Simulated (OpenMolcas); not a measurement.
# OpenMolcas run: Al I

Input:

```
&GATEWAY
Coord
1

Al 0.0 0.0 0.0
Basis=ANO-RCC-VQZP
Group=XYZ
NoMove
AngMom=0.0 0.0 0.0
AMFI
&SEWARD
* reference wave functions (RASSCF and RASSI steps not shown): 1 electron in 9 orbitals (RAS2 3p; RAS3 3d 4s, at most 1 electron)
>>> COPY JOB001 $Project.JobIph
&CASPT2
Multistate=3 1 2 3
Frozen=1 0
IPEA=0.25
Imaginary=0.1
MaxIter=60
WThr=0.0 0.3 0.05
PrWF=0.5
NoMix
>>> COPY JOB002 $Project.JobIph
&CASPT2
Multistate=1 1
Frozen=1 0
IPEA=0.25
Imaginary=0.1
MaxIter=60
WThr=0.0 0.3 0.05
PrWF=0.5
NoMix
```

Output, cut to the results:

```
--- CASPT2 ---
Orbital specifications:
      -----------------------

      Symmetry species                           1   2
                                                ag  au
      Frozen orbitals                            1   0
      Inactive orbitals                          2   3
      Active orbitals                            6   3
      Secondary orbitals                        21  23
      Deleted orbitals                           0   0
      Number of basis functions                 30  29
Type of calculation                        MS-CASPT2
      Fock operator                              state-specific
      IPEA shift                                 0.25
      Real shift                                 0.00
      Imaginary shift                            0.10
      The input orbitals will be transformed to quasi-canonical
Reference energy:        -242.3118645559
      E2 (Non-variational):      -0.2680998005
      Shift correction:          -0.0002952571
      E2 (Variational):          -0.2683950575
      Total energy:            -242.5802596134
      Residual norm:              0.0000003773
      Reference weight:           0.95611
      Contributions to the CASPT2 correlation energy
      Active & Virtual Only:          0.0000000001
      One Inactive Excited:          -0.0219980686
      Two Inactive Excited:          -0.2461017319
Reference energy:        -242.3118645559
      E2 (Non-variational):      -0.2680998005
      Shift correction:          -0.0002952571
      E2 (Variational):          -0.2683950575
      Total energy:            -242.5802596134
      Residual norm:              0.0000003773
      Reference weight:           0.95611
      Contributions to the CASPT2 correlation energy
      Active & Virtual Only:          0.0000000001
      One Inactive Excited:          -0.0219980686
      Two Inactive Excited:          -0.2461017319
::    CASPT2 Root  1     Total energy:   -242.58025961
::    CASPT2 Root  2     Total energy:   -242.58025961
::    CASPT2 Root  3     Total energy:   -242.58025961
::    MS-CASPT2 Root  1     Total energy:   -242.58025961
::    MS-CASPT2 Root  2     Total energy:   -242.58025961
::    MS-CASPT2 Root  3     Total energy:   -242.58025961
--- CASPT2 ---
Orbital specifications:
      -----------------------

      Symmetry species                           1   2
                                                ag  au
      Frozen orbitals                            1   0
      Inactive orbitals                          2   3
      Active orbitals                            6   3
      Secondary orbitals                        21  23
      Deleted orbitals                           0   0
      Number of basis functions                 30  29
Type of calculation                        SS-CASPT2
      Fock operator                              state-specific
      IPEA shift                                 0.25
      Real shift                                 0.00
      Imaginary shift                            0.10
      The input orbitals will be transformed to quasi-canonical
Reference energy:        -242.1254680586
      E2 (Non-variational):      -0.2707648831
      Shift correction:          -0.0004064019
      E2 (Variational):          -0.2711712850
      Total energy:            -242.3966393436
      Residual norm:              0.0000000661
      Reference weight:           0.95132
      Contributions to the CASPT2 correlation energy
      Active & Virtual Only:         -0.0000000005
      One Inactive Excited:          -0.0165922953
      Two Inactive Excited:          -0.2541725873
::    CASPT2 Root  1     Total energy:   -242.39663934
```

Levels above the lowest, from the spin-orbit matrix with the single-state CASPT2 energies, averaged by term, on its diagonal:

| Configuration | Term | J | E (cm⁻¹) | Measured (cm⁻¹) | g | Term weight % |
| --- | --- | --- | --- | --- | --- | --- |
| 3s² 3p | ²P° | 1/2 | 0.0 | 0.0 | 0.666 | 100 |
| 3s² 3p | ²P° | 3/2 | 93.0 | 112 | 1.334 | 100 |
| 3s² 4s | ²S | 1/2 | 40362 | 25348 | 2.002 | 100 |

Against the 2 measured excited levels shown (NIST Handbook of Basic Atomic Spectroscopic Data) the mean absolute deviation is 7500 cm-1; the largest miss in energy is 3s² 4s ²S_1/2: computed 40362, measured 25348 cm⁻¹ (+59.2 %).

ANO sets are built for valence states and can reach diffuse excited orbitals poorly, and with the s shell closed the s pⁿ⁺¹ terms that mix with these levels are absent. With one active electron, CASPT2 adds the correlation within the correlated inactive shells and between them and that electron, and leaves the splitting within a term as the reference gives it. No level of 3s² 3d was computed, though it lies in the active space. Measured partners are found by configuration, term and J. A level has none where our copy of the source lacks it or the pairing is in doubt (some pairs that miss far off the trend of their configuration count as doubtful), and it then counts in no deviation. Levels of configurations outside the active space are missing. The first state left out of the spin-orbit step lies near 61000 cm-1 above the lowest spin-free state of the reference (among the parities and spins computed), and the list stops at four fifths of that energy or lower.

The term weight is that of the spin-free term in the level, not the purity of its configuration. ° marks odd parity.
